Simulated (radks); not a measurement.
Values are calculated unless marked as measured or tabulated.
Q: The table gives one normalised radial function P(r) = r R(r) of Zn2+ in [Ar] 3d9 5d1 (r in bohr). Code: a radial shooting solver on a logarithmic mesh with Libxc functionals. Model: scalar-relativistic Kohn-Sham, r2SCAN, spin-unpolarised, spherical densities, finite nucleus; meta-GGA in the generalised Kohn-Sham scheme; Fermi nuclear charge, rms radius 3.9283 fm.

r             P
0.002273  0.0047
0.00308   0.0083
0.004175  0.0146
0.005658  0.0256
0.007668  0.0448
0.01031   0.0767
0.01397   0.1317
0.01894   0.2223
0.02566   0.3664
0.03478   0.5846
0.04714   0.8926
0.06388   1.2857
0.08658   1.7156
0.1173    2.0691
0.159     2.1854
0.2138    1.9517
0.2898    1.3919
0.3927    0.7419
0.5322    0.2749
0.7213    0.0632
0.9775    0.0078
1.325     0.0004
1.795     0.0000
2.433     0.0000
3.298     0.0000
4.469     0.0000
6.009     0.0000
8.144     0.0000
11.04     0.0000
14.96     0.0000
20.27     0.0000

Which n and l does it have? It may be an empty orbital.

A: n = 2, l = 1: the number of nodes gives n - l - 1 = 0, the rise at small r (about r^(l+1)) gives l, and the extent must fit the shell. The curve is that of 2p. 2p: eigenvalue -1049.7 eV, 0 radial nodes, <r> = 0.198 bohr, 90 % of the charge inside 0.324 bohr.
